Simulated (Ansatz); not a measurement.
A geometry relaxed with PBE0-D3(BJ)/def2-SVP (Ansatz, a program for electronic structure), charge 0, multiplicity 1:

```xyz
19

H      0.4818     3.1731    -0.1265
H      1.3636    -2.5525    -0.1872
C      3.9494    -0.3810    -0.6433
C     -1.4268    -0.6446     0.2437
B      1.1945     2.2011    -0.2278
H     -4.2747     1.1072     0.6859
C     -0.8086     0.6243     0.1236
C     -3.2586     0.7478     0.5243
C      2.7523    -0.3522    -0.4469
C      0.7375    -1.6635    -0.0970
H     -3.4986    -1.4048     0.5953
H      5.0094    -0.3876    -0.8176
H      2.3736     2.3486    -0.4215
C      0.5755     0.7967    -0.1060
H     -1.0716    -2.7813     0.2159
C      1.3433    -0.3917    -0.2148
C     -2.8385    -0.5451     0.4742
S     -1.9827     1.8953     0.2979
C     -0.6207    -1.7897     0.1278
```

Problem. Write the SMILES of this molecule.

Solution. `Bc1c(C#C)ccc2ccsc12`
